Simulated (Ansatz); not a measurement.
The inner images of a band of ClGeH3 + H2O (8 atoms, charge 0, multiplicity 1) are given out of order.

Theory: RKS PBE0/def2-SVP in Ansatz.

Image 0:

```xyz
8
Properties=species:S:1:pos:R:3
Ge -0.767 -0.812 -0.469
Cl 1.295 -0.747 -1.197
H -1.447 -1.879 -1.342
H -0.733 -1.227 1.001
H -1.389 0.565 -0.717
H 1.479 0.763 0.734
O 0.828 1.261 1.248
H 0.733 2.076 0.742
```

Image 8:

```xyz
8
Properties=species:S:1:pos:R:3
Ge -1.026 -0.250 -0.002
Cl 2.720 -0.819 -0.248
H -0.926 -0.630 -1.488
H -0.800 -1.443 0.926
H -2.352 0.472 0.290
H 1.800 0.050 0.126
O 0.319 0.883 0.421
H 0.265 1.737 -0.023
```

Q: Put them in order from the first end to the last, with their energies above the first end.
A.
```xyz
8
Properties=species:S:1:pos:R:3
Ge -0.678 -0.677 -0.176
Cl 1.543 -1.132 -0.474
H -1.035 -1.045 -1.621
H -0.940 -1.706 0.926
H -1.569 0.552 0.134
H 1.463 0.777 0.383
O 0.693 1.262 0.730
H 0.523 1.969 0.098
```
B.
```xyz
8
Properties=species:S:1:pos:R:3
Ge -0.710 -0.452 -0.065
Cl 1.795 -1.170 -0.366
H -0.805 -0.779 -1.557
H -0.806 -1.546 0.994
H -1.869 0.556 0.211
H 1.397 0.509 0.232
O 0.543 1.022 0.513
H 0.455 1.861 0.038
```
C.
```xyz
8
Properties=species:S:1:pos:R:3
Ge -0.867 -0.285 -0.008
Cl 2.184 -0.995 -0.349
H -0.722 -0.682 -1.484
H -0.711 -1.456 0.962
H -2.160 0.502 0.226
H 1.568 0.141 0.107
O 0.395 0.958 0.489
H 0.313 1.817 0.056
```
D.
```xyz
8
Properties=species:S:1:pos:R:3
Ge -0.755 -0.882 -0.297
Cl 1.408 -1.019 -0.637
H -1.313 -1.336 -1.648
H -1.022 -1.846 0.860
H -1.262 0.522 0.029
H 1.473 0.913 0.546
O 0.877 1.559 0.950
H 0.595 2.088 0.197
```
E.
```xyz
8
Properties=species:S:1:pos:R:3
Ge -0.778 -0.891 -0.409
Cl 1.335 -0.882 -0.962
H -1.468 -1.664 -1.542
H -0.884 -1.622 0.932
H -1.278 0.552 -0.348
H 1.499 0.890 0.686
O 0.895 1.480 1.157
H 0.678 2.138 0.487
```
F.
```xyz
8
Properties=species:S:1:pos:R:3
Ge -0.952 -0.250 0.007
Cl 2.467 -0.938 -0.340
H -0.773 -0.645 -1.466
H -0.737 -1.419 0.967
H -2.300 0.455 0.231
H 1.710 0.061 0.091
O 0.335 0.941 0.473
H 0.251 1.796 0.036
```
G.
```xyz
8
Properties=species:S:1:pos:R:3
Ge -0.790 -0.360 -0.031
Cl 1.980 -1.059 -0.340
H -0.750 -0.739 -1.514
H -0.748 -1.496 0.987
H -2.006 0.547 0.221
H 1.433 0.309 0.161
O 0.481 0.970 0.479
H 0.401 1.828 0.037
```

A: E (+0.04 eV), D (+0.17 eV), A (+0.69 eV), B (+0.97 eV), G (+0.86 eV), C (+0.56 eV), F (+0.42 eV).

Time of the run: 2.5 min on 2 threads of Intel(R) Xeon(R) Platinum 8488C (Sapphire Rapids), on a shared host, peak memory 0.21 GiB.
